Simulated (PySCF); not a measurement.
Excitations are Tamm–Dancoff values on a coarser integration grid. The basis has no diffuse functions, so Rydberg states are missing or too high.

## C₄H₈S, SMILES `CSC1CC1` (C–S–C–C torsion 144°) (charge 0, multiplicity 1)

Method: TPSSh-D3(BJ)/def2-TZVP run with PySCF.

The HOMO is -5.63 eV, the dipole moment is 0.331 e·Å and the LUMO is 0.57 eV. The HOMO–LUMO gap is 6.19 eV and the S1 excitation (TDA) is 5.57 eV. The S1 oscillator strength is 0.001 and the T1 excitation (TDA) comes out as 5.04 eV. The S1–T1 gap (TDA) is 0.53 eV and the total energy is -555.5156 Ha. The cost comes out as roughly 8 core-minutes.

```xyz
13

C      2.1966     0.2752     0.0629
S      0.7400     1.3480     0.1743
C     -0.5309     0.2005    -0.3099
C     -1.8696     0.3264     0.3658
C     -0.9971    -0.8609     0.6542
H      2.0886    -0.5873     0.7221
H      3.0528     0.8695     0.3839
H      2.3592    -0.0582    -0.9630
H     -0.5409    -0.0541    -1.3644
H     -2.7514     0.1881    -0.2468
H     -1.9654     1.0766     1.1401
H     -0.5099    -0.9003     1.6201
H     -1.2797    -1.8219     0.2416
```
Charge 0, spin multiplicity 1.
